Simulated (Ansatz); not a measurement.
Al8N7H22⁻, a nanocrystal cut from wurtzite AlN (hydrogen-capped). The state is a singlet with charge -1. Geometry PBE-D4/def2-SVP.

```xyz
37

Al    0.0805   -2.0189    2.5646
N     0.8565   -3.3034    1.2740
N    -0.8417   -0.7545    1.4309
Al   -0.9235   -1.2705   -0.4264
Al   -2.7284    1.3693   -0.2057
N    -1.8837    0.0750   -1.3924
Al    2.0422   -2.5446   -0.1176
N     0.9235   -1.2276   -0.9825
Al   -0.8149    0.8565   -2.8220
Al   -0.2110    1.0346    1.7342
N    -1.1730    2.2341    0.5942
N     1.5963    0.9461    0.9820
Al    1.7333    0.5135   -0.9242
Al   -0.0211    3.1997   -0.6426
N     0.5842    1.7631   -1.8084
H    -0.9454   -2.8214    3.5235
H     1.3672   -1.3037    3.2451
H     0.0989   -3.8452    0.8261
H     1.4017   -3.9976    1.8088
H    -1.8365   -0.7370    1.7271
H    -1.5691   -2.7450   -0.6096
H    -3.5034    0.5403    0.9782
H    -3.6606    2.4181   -1.0057
H    -2.6633   -0.4124   -1.8670
H     2.4591   -3.7339   -1.1314
H     3.2169   -1.7994    0.7159
H     0.8837   -1.4661   -1.9921
H    -0.1133   -0.3682   -3.6572
H    -1.6659    1.8835   -3.7331
H    -0.2226    1.5065    3.2713
H    -1.5614    2.9608    1.2205
H     2.1653    0.2768    1.5294
H     2.0273    1.8774    1.1147
H     3.2446    0.5772   -1.4695
H    -0.8006    4.3659   -1.4413
H     1.2835    3.7236    0.2088
H     1.1746    2.2275   -2.5204
```

B3LYP takes the VWN-RPA correlation. Single mean-field runs in def2-TZVP are fitted with def2-universal-jkfit.

Task: Estimate the orbital energies around the gap (eV) in Ansatz with HF/STO-3G, PBE-D4/def2-SVP, B3LYP-D4/6-31G, PBE0-D4/def2-SVP, ωB97M-V/def2-TZVP.

Result: 
| orbital | HF/STO-3G | PBE-D4/def2-SVP | B3LYP-D4/6-31G | PBE0-D4/def2-SVP | ωB97M-V/def2-TZVP |
| --- | --- | --- | --- | --- | --- |
| HOMO−9 | -5.65 | -4.22 | -5.36 | -5.59 | -7.94 |
| HOMO−8 | -5.59 | -3.98 | -5.13 | -5.30 | -7.67 |
| HOMO−7 | -5.27 | -3.83 | -4.94 | -5.17 | -7.50 |
| HOMO−6 | -5.18 | -3.79 | -4.89 | -5.12 | -7.46 |
| HOMO−5 | -5.07 | -3.77 | -4.86 | -5.11 | -7.45 |
| HOMO−4 | -5.02 | -3.74 | -4.82 | -5.06 | -7.40 |
| HOMO−3 | -4.97 | -3.62 | -4.75 | -4.91 | -7.21 |
| HOMO−2 | -4.21 | -3.18 | -4.24 | -4.46 | -6.81 |
| HOMO−1 | -4.13 | -3.07 | -4.15 | -4.34 | -6.66 |
| HOMO | -4.09 | -3.02 | -4.09 | -4.28 | -6.59 |
| LUMO | 14.24 | 2.10 | 2.51 | 2.89 | 3.79 |
| LUMO+1 | 15.50 | 2.53 | 2.97 | 3.30 | 4.16 |
| LUMO+2 | 15.54 | 2.54 | 3.05 | 3.35 | 4.18 |
| LUMO+3 | 15.79 | 2.68 | 3.15 | 3.46 | 4.35 |
| LUMO+4 | 16.03 | 2.69 | 3.20 | 3.48 | 4.46 |
| LUMO+5 | 16.64 | 2.87 | 3.45 | 3.71 | 4.67 |
